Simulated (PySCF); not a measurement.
**A ladder of Hamiltonians for Re⁷¹⁺ (rhenium, charge +71)**

Occupied: 1s1/2, 2s1/2. Hartree-Fock calculated with PySCF 2.14 in an even-tempered Gaussian basis (16 s from 19 bohr⁻², ratio 2.7; 13 p from 23 bohr⁻², ratio 2.7), Gaussian nucleus throughout. NR is non-relativistic, sf-X2C the spin-free one-electron X2C Hamiltonian, X2C adds the bare one-electron spin-orbit term, X2C-SNSO screens it by Boettger's factors, DC is four-component Dirac-Coulomb, and the Gaunt and Breit terms are added at first order (total energies over the DC spinors, levels after relaxing the spinors in that mean field). QED terms are absent. Levels marked empty are virtual spinors of this ion.

| Hamiltonian | E (hartree) | E − E(DC) (hartree) | CPU seconds |
| --- | --- | --- | --- |
| NR | -6913.6336 | 637.1480 | 0.29 |
| sf-X2C | -7546.8743 | 3.9072 | 0.16 |
| X2C | -7546.8743 | 3.9072 | 0.15 |
| X2C-SNSO | -7546.8743 | 3.9072 | 0.16 |
| DC | -7550.7815 | 0.0000 | 4.9 |
| DC+Gaunt | -7543.1265 | 7.6550 | 7.5 |
| DC+Breit | -7543.2948 | 7.4868 | 64 |

| level (eV) | NR | sf-X2C | X2C | X2C-SNSO | DC | DC+Gaunt | DC+Breit |
| --- | --- | --- | --- | --- | --- | --- | --- |
| 1s1/2 | -74458.9 | -80834.7 | -80834.7 | -80834.7 | -80928.2 | -80744.7 | -80746.9 |
| 2s1/2 | -18024.9 | -19981.6 | -19981.6 | -19981.6 | -19993.1 | -19970.8 | -19973.0 |
| 2p1/2 (empty) | -17597.9 | -18319.4 | -19480.8 | -19443.9 | -19457.1 | -19416.4 | -19421.7 |
| 2p3/2 (empty) | -17597.9 | -18319.4 | -17863.0 | -17874.4 | -17876.8 | -17855.3 | -17860.7 |
| 3s1/2 (empty) | -7770.5 | -8439.0 | -8439.0 | -8439.0 | -8442.1 | -8435.9 | -8436.8 |

```json
{"interval (eV)": "2p3/2 − 2p1/2", "X2C": "1618", "X2C-SNSO": "1569", "DC": "1580", "DC+Gaunt": "1561", "DC+Breit": "1561"}
```

Weight of the small component: 1s1/2 0.0807, 2s1/2 0.0198, 2p1/2 0.0196, 2p3/2 0.0179, 3s1/2 0.00840.

Koopmans' value for the highest occupied level at DC+Breit: 19973.0 eV, against an ionisation energy of 19950 ± 60 eV (theoretical estimate listed by NIST; NIST Atomic Spectra Database, ionization energies); the former lacks relaxation, correlation, QED and recoil.

The whole ladder took 78 s of wall time on 1 thread of Intel(R) Xeon(R) Platinum 8259CL CPU @ 2.50GHz (shared host), launched as `OMP_NUM_THREADS=1 python relrun2.py TASK.json OUT` (a driver that calls PySCF for each Hamiltonian).
